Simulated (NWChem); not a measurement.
System: MoH$_{6}$; SMILES [MoH6]

Program: NWChem. Geometry: optimised at PBE0/def2-SVP. def2 effective core potentials on Mo; no spin-orbit coupling. Static field.

For level CAM-B3LYP/def2-SVPD:

```yaml
isotropic polarisability (bohr³): 49.6
```

Task: What are these values for level LC-BLYP (range parameter 0.33 per bohr)/def2-SVPD?

Result: 
- isotropic polarisability (bohr³) = 54.3
